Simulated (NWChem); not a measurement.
System: diboron tetrachloride (B₂Cl₄); SMILES ClB(Cl)B(Cl)Cl

```xyz
6

Cl    -1.0992     1.7323     1.0476
B      0.0000     0.8464     0.0000
Cl     1.0992     1.7323    -1.0476
B      0.0000    -0.8464     0.0000
Cl    -1.0992    -1.7323    -1.0476
Cl     1.0992    -1.7323     1.0476
```
Atoms are numbered in this order, from 1.

Computed with NWChem. Medium grid unless said otherwise, to which SCAN and Minnesota functionals are sensitive. All runs use the structure optimised with B3LYP/6-31G* (spherical d). Hybrids' shares of exact exchange are those that their runs print; pure functionals count as 0. The functionals differ in more than this share.

```csv
row,share of exact exchange,orbital gap (eV)
PBE/def2-SVP,0.00,4.24
r2SCAN/def2-SVP,0.00,4.84
B3LYP/def2-SVP,0.20,6.12
B97-2/def2-SVP,0.21,6.28
MPW1K/def2-SVP,0.43,withheld
```

**Question.** Fit a straight line of the last column on the one before it, predict the withheld value, and compare with the run.

**Answer.** 
1. Means of the 4 shown rows: x = 0.103, y = 5.370. Slope Σ(x − x̄)(y − ȳ)/Σ(x − x̄)² = 0.3411/0.04208 = 8.107; intercept 4.539.
2. The shown rows scatter about the line by 0.214 (root mean square); the largest residual is +0.30, at r2SCAN/def2-SVP.
3. At x = 0.43 (MPW1K/def2-SVP; beyond the shown range) the line gives 8.03.
4. The run gives 8.17, +0.14 from the line, 0.7 times the scatter.
